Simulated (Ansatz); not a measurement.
Ansatz (a program for electronic structure) input (HF/def2-TZVP):

Ansatz 0.2 input:
```yaml
crystal:
  periodic: [false, false, false]
  atoms:
    - {symbol: Ca, position_ang: [-0.28121009, -0.09863860, -0.75686038]}
    - {symbol: O, position_ang: [-0.33280527, -0.05175931, 1.22314709]}
    - {symbol: O, position_ang: [1.03583051, 0.29835580, 0.66900385]}
basis:
  gaussian:
    orbitals: def2-TZVP
hamiltonian:
  xc: {name: HF}
relax: {f_tol: 0.003, max_steps: 100}
```

End of the output:

```
integrals: 0.03 GiB planned
829 factors; their error is unknown
mean field: 0.18 GiB planned
mean field evaluation 16: about -22487.9785 eV, gradient 1.5e0 eV
mean field -22488.33163378 eV, -826.4309444027 hartree, gradient 1.7e-5 eV, S^2 0.000000; 0 other end points of the search recorded, 0 dependent functions left out
the calculation of the forces begins
reference -22488.33163378 eV, -826.4309444027 hartree; 18, 18 occupied and 80, 80 virtual orbitals, 829 factors
relax step   2: F+E_penalty+E_count = -22488.33163378 eV  Δ(F+E_penalty+E_count) = -1.753e-2 eV  max|allowed force component| = 4.976e-1 eV/Å  Δτ_max = 0.0114 Å  (36 SCF iters, accepted)
these checks for a lower state are left out or cut short: starts, cluster_reference, orbital_swaps, neighbouring_geometries, increment
integrals: 0.03 GiB planned
829 factors; their error is unknown
mean field: 0.18 GiB planned
mean field -22488.33826247 eV, -826.4311880028 hartree, gradient 1.6e-5 eV, S^2 0.000000; 0 other end points of the search recorded, 0 dependent functions left out
the calculation of the forces begins
reference -22488.33826247 eV, -826.4311880028 hartree; 18, 18 occupied and 80, 80 virtual orbitals, 829 factors
relax step   3: F+E_penalty+E_count = -22488.33826247 eV  Δ(F+E_penalty+E_count) = -6.629e-3 eV  max|allowed force component| = 4.822e-2 eV/Å  Δτ_max = 0.0131 Å  (35 SCF iters, accepted)
these checks for a lower state are left out or cut short: starts, cluster_reference, orbital_swaps, neighbouring_geometries, increment
integrals: 0.03 GiB planned
829 factors; their error is unknown
mean field: 0.18 GiB planned
mean field evaluation 32: about -22488.3382 eV, gradient 3.5e-1 eV
mean field -22488.33829527 eV, -826.4311892081 hartree, gradient 1.5e-5 eV, S^2 0.000000; 0 other end points of the search recorded, 0 dependent functions left out
the calculation of the forces begins
reference -22488.33829527 eV, -826.4311892081 hartree; 18, 18 occupied and 80, 80 virtual orbitals, 829 factors
relax step   4: F+E_penalty+E_count = -22488.33829527 eV  Δ(F+E_penalty+E_count) = -3.280e-5 eV  max|allowed force component| = 4.087e-2 eV/Å  Δτ_max = 0.0017 Å  (38 SCF iters, accepted)
these checks for a lower state are left out or cut short: starts, cluster_reference, orbital_swaps, neighbouring_geometries, increment
integrals: 0.03 GiB planned
829 factors; their error is unknown
mean field: 0.18 GiB planned
mean field -22488.33833245 eV, -826.4311905745 hartree, gradient 1.5e-5 eV, S^2 0.000000; 0 other end points of the search recorded, 0 dependent functions left out
the calculation of the forces begins
reference -22488.33833245 eV, -826.4311905745 hartree; 18, 18 occupied and 80, 80 virtual orbitals, 829 factors
relax step   5: F+E_penalty+E_count = -22488.33833245 eV  Δ(F+E_penalty+E_count) = -3.718e-5 eV  max|allowed force component| = 3.843e-4 eV/Å  Δτ_max = 0.0009 Å  (37 SCF iters, accepted)
integrals: 0.03 GiB planned
829 factors; their error is unknown
mean field: 0.18 GiB planned
mean field evaluation 64: about -22488.3383 eV, gradient 1.5e-5 eV
mean field -22488.33833245 eV, -826.4311905745 hartree, gradient 1.5e-5 eV, S^2 0.000000; 1 other end points of the search recorded, 0 dependent functions left out
the calculation of the forces begins
reference -22488.33833245 eV, -826.4311905745 hartree; 18, 18 occupied and 80, 80 virtual orbitals, 829 factors
Total energy: -22488.33833245 eV, -826.4311905745 hartree
Atom 0 at    -0.283612    -0.099481    -0.763326 Å, force     0.000053     0.000019     0.000143 eV/Å
Atom 1 at    -0.310825    -0.046022     1.217966 Å, force     0.000331     0.000082    -0.000216 eV/Å
Atom 2 at     1.016252     0.293461     0.680650 Å, force    -0.000384    -0.000101     0.000074 eV/Å
Dipole moment:    -0.884549    -0.310269    -2.380711 e Å
```
